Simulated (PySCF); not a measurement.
CuI, charge -1, doublet, geometry from GFN2-xTB (such geometries of metal compounds can be far from the true shape) (the multiplicity is a formal guess) (core potentials on I).

Input for PySCF:
```python
from pyscf import gto, scf, dft

mol = gto.Mole()
mol.atom = '''
    Cu   -0.00000000   -0.00000000   -1.64845868
    I     0.00000000    0.00000000    0.90198683
'''
mol.basis = 'def2-svp'
mol.ecp = {'I': 'def2-svp'}
mol.charge = -1
mol.spin = 1
mol.verbose = 4
mol.build()

mf = dft.UKS(mol)
mf.xc = 'wb97m_v'
mf.kernel()
```

**Question.** What does this run give for the Mulliken (on the basis functions themselves) charges in atom order, HOMO energy, <S^2>, number of basis functions, total energy?

**Answer.** 
```
Property                                                                         Result
------------------------------------------------------------------  -------------------
Mulliken (on the basis functions themselves) charges in atom order  Cu1 -0.37, I2 -0.63
HOMO energy                                                                    -0.92 eV
<S^2>                                                                             0.752
number of basis functions                                                            57
total energy                                                              -1937.9405 Eh
```

These values belong to the state on which the SCF converged, which isn't shown to be the lowest.

**Question.** Roughly what does it cost on one core?

**Answer.** about 70 core-seconds (a rough figure).
